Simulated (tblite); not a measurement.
Species: C4H12NPSi.
Atom-mapped SMILES: `[CH3:1][N:2]([SiH2:3][PH2:4])[CH:5]1[CH2:6][CH2:7]1` (hydrogens: H8, H9, H10 on C1; H11, H12 on Si3; H13, H14 on P4; H15 on C5; H16, H17 on C6; H18, H19 on C7)

Computed geometry: GFN2-xTB, gas phase.

(1) Give the optimised bond lengths and angles.

## Answers

(1) 
```
                bond  length (Å)   order
               C1–N2       1.443  single
              N2–Si3       1.717  single
              Si3–P4       2.238  single
               N2–C5       1.427  single
               C5–C6       1.504  single
               C6–C7       1.504  single
               C5–C7       1.495  single
C1–H8, C1–H9, C1–H10       1.093  single
    Si3–H11, Si3–H12       1.473  single
      P4–H13, P4–H14       1.381  single
              C5–H15       1.083  single
      C6–H16, C7–H18       1.079  single
      C6–H17, C7–H19       1.078  single
```

Bonds in one row agree within 0.01 Å and their mean is given. Orders are formal, as drawn. A selection of angles:
```
      angle  degrees
   N2–C1–H8    110.3
   N2–C1–H9    112.3
   H8–C1–H9    108.9
  H8–C1–H10    108.1
  C1–N2–Si3    124.0
   C1–N2–C5    117.2
  Si3–N2–C5    116.9
  N2–Si3–P4    106.5
 N2–Si3–H11    113.9
 N2–Si3–H12    107.9
 P4–Si3–H11    112.0
 P4–Si3–H12    108.5
H11–Si3–H12    107.7
 Si3–P4–H13     93.6
 Si3–P4–H14     95.7
 H13–P4–H14     92.2
   N2–C5–C6    122.4
   N2–C5–C7    124.0
  N2–C5–H15    110.2
   C6–C5–C7     60.2
  C6–C5–H15    115.7
   C5–C6–C7     59.6
  C5–C6–H16    118.7
  C5–C6–H17    117.9
  C7–C6–H16    119.1
  C7–C6–H17    117.6
 H16–C6–H17    113.7
  C6–C7–H18    118.5
  C5–C7–H18    117.7
  C5–C7–H19    119.6
```

Dihedral angles: C1–N2–Si3–P4 23° (synperiplanar); C1–N2–C5–C6 63° (synclinal); N2–C5–C6–C7 -114° (anticlinal); N2–C5–C7–C6 111° (anticlinal). The mirror-image conformer, all signs reversed, is as good.

N2 (silicon-bound nitrogen) is almost planar (angles 124.0°, 117.2° and 116.9°, sum 358.0°, 0.12 Å off the plane of its three neighbours). Si3 (SiH2 silicon) is distorted tetrahedral (angles from 106.5° to 113.9°). Of the pairs four or more bonds apart, P4···H10 is among the closest relative to their van der Waals radii: 2.59 Å, 86 % of the sum of Bondi's values. P4 (three-coordinate phosphorus) is pyramidal (angles 95.7°, 93.6° and 92.2°, sum 281.6°, 0.84 Å off the plane of its three neighbours). The 3-membered ring C5–C6–C7 has internal angles of 59.6° to 60.2°.

Point group: C1 (no symmetry element, even within 0.4 Å). Its GFN2-xTB frequencies are all real (lowest 42 cm⁻¹). The numbers are those of one conformer (C1–N2–Si3–P4 23°, N2–Si3–P4–H 173° and -95°, C1–N2–C5–C6 63°).
